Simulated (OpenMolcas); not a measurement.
Au2+: moving or changing the point charges

Au2+ among 6 point charges of -1.5 e arranged as an octahedron (Oh), 1.95 Å from the ion.
```
   1.9500    0.0000    0.0000  -1.50
   0.0000    1.9500    0.0000  -1.50
  -1.9500    0.0000    0.0000  -1.50
   0.0000   -1.9500    0.0000  -1.50
   0.0000    0.0000    1.9500  -1.50
   0.0000    0.0000   -1.9500  -1.50
```

```yaml
Program: OpenMolcas 26.06
Method: CASSCF
Basis: ANO-RCC-VDZP [7s6p4d2f]
Scalar_Hamiltonian: DKH2, point nucleus
Active_space: 9 electrons in 5 orbitals (5d)
State_averaging: 2S+1 = 2 even, 5 roots
Spin-orbit_coupling: state interaction with AMFI integrals over the reference wave functions
```

Runs around this geometry, states (labels of O, the rotations of Oh). Energies in cm-1 above the lowest state or level, χT in cm3 K/mol; 10Dq is the gap between the two states.

| R (Å) | q (e) | Ground state | First state of that spin | 10Dq | First gap with spin-orbit (degeneracies) | χT at 300 K |
| --- | --- | --- | --- | --- | --- | --- |
| 1.95 | -1.2 | 2E | 2T2 7783 | 7783 | 5875 (4, 2) | 0.983 |
| 1.84 | -1.5 | 2E | 2T2 12488 | 12488 | 10011 (4, 2) | 0.879 |
| 1.95 | -1.5 | 2E | 2T2 9723 | 9723 | 7550 (4, 2) | 0.939 |
| 2.04 | -1.5 | 2E | 2T2 7980 | 7980 | 6054 (4, 2) | 0.979 |

Taking |10Dq| as R^-n, n = -ln(7980 / 12488) / ln(2.04 / 1.84) = 4.3 between the shortest and longest distance. The point-charge formula for a cubic d site gives n = 5.

Scaling the charges by -1.2 / -1.5 = 0.80 scales |10Dq| by 7783 / 9723 = 0.80; with fixed orbitals a first-order splitting would follow the charge.

An orbital doublet at a regular site is open to a Jahn-Teller distortion, which this geometry leaves out. Point charges carry no covalency, so the field is a model and not that of real ligands. No measured value stands beside these numbers.
